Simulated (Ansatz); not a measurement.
System: C₂H₄BO₂, net charge -1, singlet state. It need not be the lowest isomer of its formula. Whether it binds its extra electron was not tested at this geometry. 
Coordinates optimised at B3LYP-D3(BJ)/def2-TZVP (Ansatz, a quantum-chemistry and plane-wave program):
SMILES: C=CB([O-])O
```xyz
9

C     -1.7610    -0.6275    -0.7500
C     -0.9749    -0.4288     0.3116
B      0.5166     0.1725     0.3231
O      1.2262     0.3398     1.3902
O      0.9664     0.5037    -1.0117
H     -1.4151    -0.3760    -1.7484
H     -2.7669    -1.0420    -0.6784
H     -1.3821    -0.7026     1.2872
H      1.8562     0.8478    -0.8742
```
Charge -1, spin multiplicity 1.

Basis-set convergence of Hartree-Fock and CCSD correlation energies (hartree) with Ansatz. Cores are frozen in the correlated levels unless marked. No spin-orbit coupling. No relativistic terms. This anion needs diffuse functions, which these sets lack.

```csv
basis,functions,E(HF),"E(corr, CCSD)"
cc-pVDZ,90,-252.57003,-0.76037
cc-pVTZ,206,-252.65552,-0.93341
cc-pVQZ,395,[?],[?]
```

**Question.** Some entries are withheld; supply them.

**Answer.** 
- cc-pVQZ, E(HF): -252.67695
- cc-pVQZ, E(corr, CCSD): -0.99082
